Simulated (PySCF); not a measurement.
These 2 structures share the formula C2H9GeN. Method used: PBE0-D3(BJ)/def2-SVP geometry optimisation, gas phase in PySCF. Energies are electronic, without zero-point or thermal terms, for one conformer each. No frequencies were run at this level. Point groups hold within 0.08 Å.

Question: Rank from lowest to highest electronic energy at this level (kcal/mol).
A. `C[N](C)[GeH3]`
B. `C[NH][GeH2][CH3]` (GeH2Me(NHMe))

Answer: B (0.0), A (11.2).

```tsv
SMILES	E (Eh)	E rel (kcal/mol)	dipole (D)	point group	A, B, C (MHz)
[H][Ge]([H])([CH3])[NH]C	-2212.60115	0.0	0.90	–	11936, 2627, 2286
C[N](C)[GeH3]	-2212.58323	11.2	0.46	–	8316, 2910, 2296
```

Q: How do the relative energies change in single points at B3LYP/def2-SVPD (no added dispersion term) on the same geometries?

A: 
```csv
SMILES,PBE0-D3(BJ)/def2-SVP (kcal/mol),B3LYP/def2-SVPD (kcal/mol),shift
[H][Ge]([H])([CH3])[NH]C,0.0,0.0,0.0
C[N](C)[GeH3],11.2,12.4,+1.2
```

Each column counts from its own lowest isomer. The order is unchanged; the largest shift is 1.2 kcal/mol.
